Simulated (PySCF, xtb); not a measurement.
W(OH)2 (H2O2W), SMILES [OH][W][OH] (connectivity only; charge and spin as stated), neutral, multiplicity 3. One conformer was computed; it need not be the lowest.

Harmonic wavenumbers (cm⁻¹) from GFN2-xTB (xtb) at its own minimum, in rising order: 262, 262, 527, 527, 564, 564, 646, 685, 3470, 3500.

Problem. What does PBE0-D3(BJ)/def2-TZVP in PySCF give at its own minimum? (An estimate is asked for; the answer gives what the named calculation found.)

Solution. 55, 55, 457, 457, 483, 483, 768, 822, 3994, 3999. Paired by order, the mean absolute difference is 200 cm⁻¹ and the zero-point energies are 15.7 and 16.5 kcal/mol.
